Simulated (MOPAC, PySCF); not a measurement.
C5H8, SMILES `CC=C1CC1`, neutral singlet in the gas phase. 

Cartesian coordinates (Å):
SMILES: CC=C1CC1
```xyz
13

C      1.2762    -1.5769    -0.3272
C      0.8039    -0.4749     0.5708
C     -0.1685     0.3630     0.2751
C     -1.1789     0.7937    -0.6913
C     -0.9963     1.5021     0.6617
H      0.7098    -1.5954    -1.2585
H      2.3361    -1.4588    -0.5717
H      1.1723    -2.5521     0.1578
H      1.3067    -0.3708     1.5289
H     -0.8622     1.3238    -1.5828
H     -2.0694     0.1897    -0.8261
H     -0.5612     2.4953     0.6533
H     -1.7684     1.3612     1.4100
```
Charge 0, spin multiplicity 1.

All levels are single points at this geometry (B3LYP-D3(BJ)/def2-TZVP); Pople sets use spherical d functions. Orbital energies aren't observables, and empty levels follow the basis.

B3LYP/3-21G in PySCF gives gap (eV) = 7.31.

Q: Estimate the gap (eV) from each of these levels: B3LYP-D3(BJ)/def2-TZVP in PySCF; PBE-D3(BJ)/def2-TZVP in PySCF; B3LYP/6-311+G** in PySCF; HF/3-21G in PySCF; HF/6-31G* in PySCF; AM1 in MOPAC; PM3 in MOPAC; PM7 in MOPAC.

A: 
```
level                            gap (eV)
-------------------------------  --------
B3LYP-D3(BJ)/def2-TZVP in PySCF      6.95
PBE-D3(BJ)/def2-TZVP in PySCF        5.27
B3LYP/6-311+G** in PySCF             6.83
HF/3-21G in PySCF                   14.28
HF/6-31G* in PySCF                  14.14
AM1 in MOPAC                        10.91
PM3 in MOPAC                        10.85
PM7 in MOPAC                        10.94
```
